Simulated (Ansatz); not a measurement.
Cartesian coordinates in Å:
```
F 0.752 0.305 -1.201
Ga -0.408 -2.299 -1.182
Si 0.110 0.561 0.268
S -0.930 -1.167 0.811
H 1.247 0.856 1.170
H -0.770 1.744 0.134
```

The species carries charge 0 and has multiplicity 1. The bonds changed during the relaxation, so this is another structure than the one it started from.

List the CAM-B3LYP/def2-TZVPP orbital energies in eV (Ansatz). (Best estimate.)

The calculation gave: Occupied: -10140.11, -2419.02, -1802.31, -1251.69, -1108.95, -1108.94, -1108.89, -673.64, -217.11, -161.64, -161.59, -161.55, -151.95, -146.70, -105.30, -105.27, -105.12, -102.09, -102.02, -101.98, -34.72, -25.07, -25.07, -25.00, -24.96, -24.94, -21.34, -17.07, -14.72, -14.49, -14.02, -12.20, -11.34, -10.46, -8.68, -8.14. Lowest empty: -0.78, -0.74, 1.08, 1.73, 2.16, 2.88, 3.27, 4.94.
